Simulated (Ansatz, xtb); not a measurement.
C8H6: which of two isomers lies lower

Structure X: `C#C/C=C\C=C/C#C`, a singlet. Structure Y: `C#C/C=C\C=C\C#C`, a singlet. Both are isolated molecules in the gas phase, relaxed with r2SCAN-D4/def2-SVP; the shapes shown needn't be the lowest conformers.

X (Å):

```yaml
atoms:
  - { symbol: C, position_ang: [-2.7045, -0.8668, 0.8949] }
  - { symbol: C, position_ang: [-2.0868, -0.7364, -0.1499] }
  - { symbol: C, position_ang: [-1.4038, -0.5974, -1.3795] }
  - { symbol: C, position_ang: [-0.1091, -0.1846, -1.5168] }
  - { symbol: C, position_ang: [0.7526, 0.1704, -0.4255] }
  - { symbol: C, position_ang: [2.0473, 0.5831, -0.5631] }
  - { symbol: C, position_ang: [2.7298, 0.7219, -1.7930] }
  - { symbol: C, position_ang: [3.3470, 0.8520, -2.8381] }
  - { symbol: H, position_ang: [-3.2450, -0.9804, 1.8163] }
  - { symbol: H, position_ang: [-1.9743, -0.8447, -2.2830] }
  - { symbol: H, position_ang: [0.3072, -0.1177, -2.5278] }
  - { symbol: H, position_ang: [0.3365, 0.1036, 0.5856] }
  - { symbol: H, position_ang: [2.6180, 0.8305, 0.3403] }
  - { symbol: H, position_ang: [3.8870, 0.9652, -3.7598] }
```

Y (Å):

```xyz
14

C    -1.1549   -1.8606    1.5022
C    -0.7550   -0.7272    1.2888
C    -0.3030    0.5946    1.0775
C     0.2709    1.0522   -0.0749
C     0.5028    0.2602   -1.2478
C     1.0802    0.7613   -2.3776
C     1.3240    0.0137   -3.5490
C     1.5479   -0.6060   -4.5765
H    -1.5054   -2.8595    1.6848
H    -0.4308    1.2929    1.9134
H     0.5788    2.1037   -0.1095
H     0.1980   -0.7925   -1.2219
H     1.3829    1.8177   -2.3955
H     1.7408   -1.1604   -5.4762
```

**Question.** Which of the two would you expect CCSD(T)/def2-SVP + ΔMP2/def2-TZVPP electronic energies to favour?

**Answer.** CCSD(T)/def2-SVP + ΔMP2/def2-TZVPP gives E(Y) − E(X) = +0.012 eV, slightly favouring structure X, which is too small a margin to settle the true order.

The same difference at several levels:

| level | geometry | E(Y) − E(X) (eV) | departure from the last row (eV) | job, with rough time for the two |
| --- | --- | --- | --- | --- |
| GFN2-xTB | GFN2-xTB | −0.007 | −0.019 | optimisation, 0.28 s |
| HF/STO-3G | GFN2-xTB | −0.009 | −0.021 | single point, 0.96 s |
| r2SCAN-D4/def2-SVP//GFN2-xTB | GFN2-xTB | 0.000 | −0.012 | single point, 11 s |
| r2SCAN-D4/def2-SVP | r2SCAN-D4/def2-SVP | +0.001 | −0.012 | optimisation, 89 s |
| HF/def2-SVP | r2SCAN-D4/def2-SVP | −0.005 | −0.018 | part of the CCSD(T) run |
| MP2/def2-SVP | r2SCAN-D4/def2-SVP | −0.004 | −0.016 | part of the CCSD(T) run |
| CCSD(T)/def2-SVP | r2SCAN-D4/def2-SVP | −0.006 | −0.019 | single point |
| CCSD(T)/def2-SVP + ΔMP2/def2-TZVPP | r2SCAN-D4/def2-SVP | +0.012 |  | single point, 4.2 min |

As drawn, both hold the same kinds of bond in the same numbers.

The largest departure from CCSD(T)/def2-SVP + ΔMP2/def2-TZVPP is that of HF/STO-3G, 0.021 eV. The last row adds to CCSD(T) the change of the MP2 difference between the two basis sets, here +0.019 eV.

With thermal terms from frequencies at re-optimised GFN2-xTB minima (ideal gas, soft modes damped towards free rotors, one conformer each, 298.15 K, 1 atm): on the last row, ΔE + ΔZPE = +0.008, ΔH = +0.010, ΔG = −0.017 eV.

The correlated steps freeze 8 core orbitals. Programs: Ansatz 0.2.0, xtb 6.7.1; the last row on 2 threads of Arm Neoverse N1 on a shared host.
